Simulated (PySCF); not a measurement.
A computed series [M(H2O)4]3+

Computed with PySCF 2.14.0, TPSS, def2-SVP on the ligands, density fitting, scalar-relativistic core potentials, no spin-orbit coupling, vacuum. Each member is relaxed from one template within its symmetry. Distances are means of the shortest metal–ligand contacts, charges and spins Mulliken's; removal energies are rigid, with the ligand's formal charge and no counterpoise, so too large; for an anion taken off a cation in vacuum most of it is the attraction of opposite charges, and multiply charged cations can part far more cheaply with an electron moved from ligand to metal. lcecp potentials hold a fixed number of 4f electrons in the core, out of states, spins and gaps.

```
metal      basis on the metal  point group  M–H2O (Å)  charge on M (e)  removal of one H2O (eV)  unstable modes (below −25 cm⁻¹)
   Ce  lcecp-1-SVP with ECP47           S4      2.419             1.78                     3.08                        not given
   Er  lcecp-1-SVP with ECP57           S4      2.256             1.63                     3.50                        not given
```

Q: What does the calculation give for Ho, lcecp-1-SVP with ECP56?

A: point group: S4, M–H2O (Å): 2.271, charge on M (e): 1.64, removal of one H2O (eV): 3.47, unstable modes (below −25 cm⁻¹): not given.
```xyz
13

Ho    0.0000    0.0000    0.0000
O     1.3492    1.3244    1.2574
H     2.1603    1.0660    1.7702
H     1.2757    2.3025    1.4189
O    -1.3491   -1.2574    1.3244
H    -1.2755   -1.4191    2.3025
H    -2.1606   -1.7699    1.0660
O     1.3492   -1.3244   -1.2574
H     1.2757   -2.3025   -1.4189
H     2.1603   -1.0660   -1.7702
O    -1.3491    1.2574   -1.3244
H    -2.1606    1.7699   -1.0660
H    -1.2755    1.4191   -2.3025
```

From Ce to Er the M–H2O distance shrinks by 0.16 Å, the lanthanide contraction, and the energy to remove one H2O rises by 0.42 eV.

Moved off a saddle point of the template and relaxed again: Ce, Ho, Er. One start shape was tried for each, so a minimum needn't be the lowest isomer.
